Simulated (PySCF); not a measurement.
A run for PySCF: D3(BJ) and D4 dispersion corrections on BHO2 (SMILES O=BO).

```python
from pyscf import gto
from pyscf.dispersion import dftd3, dftd4

mol = gto.M(
    atom='''
    B    -0.21226774   -0.06367081    0.46139244
    O    -0.32097931   -0.09625356    1.66781536
    O    -0.15105683   -0.04534446   -0.86114063
    H     0.68420388    0.20526882   -1.26816716
    ''',
    basis='def2-svp',
    charge=0, spin=0, verbose=0, max_memory=1800)
d3, d4 = {}, {}
for xc in ['hf', 'pbe', 'blyp', 'revpbe', 'tpss', 'r2scan', 'b3lyp', 'pbe0', 'bhlyp', 'camb3lyp', 'b2plyp']:
    d3[xc] = float(dftd3.DFTD3Dispersion(mol, xc=xc, version='d3bj', atm=False).get_dispersion()['energy'])
    print(f'D3(BJ) {xc:10s} {d3[xc]:14.8f} Eh')
for xc in ['hf', 'pbe', 'blyp', 'revpbe', 'tpss', 'r2scan', 'b3lyp', 'pbe0', 'bhlyp', 'camb3lyp', 'b2plyp']:
    d4[xc] = float(dftd4.DFTD4Dispersion(mol, xc={'camb3lyp': 'cam-b3lyp'}.get(xc, xc), atm=True).get_dispersion()['energy'])
    print(f'D4     {xc:10s} {d4[xc]:14.8f} Eh')
```

Program output:

```
D3(BJ) hf            -0.01476082 Eh
D3(BJ) pbe           -0.00140046 Eh
D3(BJ) blyp          -0.00302824 Eh
D3(BJ) revpbe        -0.00375760 Eh
D3(BJ) tpss          -0.00173602 Eh
D3(BJ) r2scan        -0.00034940 Eh
D3(BJ) b3lyp         -0.00245836 Eh
D3(BJ) pbe0          -0.00116831 Eh
D3(BJ) bhlyp         -0.00190521 Eh
D3(BJ) camb3lyp      -0.00100911 Eh
D3(BJ) b2plyp        -0.00110534 Eh
D4     hf            -0.00584851 Eh
D4     pbe           -0.00139862 Eh
D4     blyp          -0.00325379 Eh
D4     revpbe        -0.00513974 Eh
D4     tpss          -0.00190354 Eh
D4     r2scan        -0.00031881 Eh
D4     b3lyp         -0.00226986 Eh
D4     pbe0          -0.00114578 Eh
D4     bhlyp         -0.00156275 Eh
D4     camb3lyp      -0.00113396 Eh
D4     b2plyp        -0.00096256 Eh
```

The run finished.

Cost: around 0.020 core-seconds (rough).
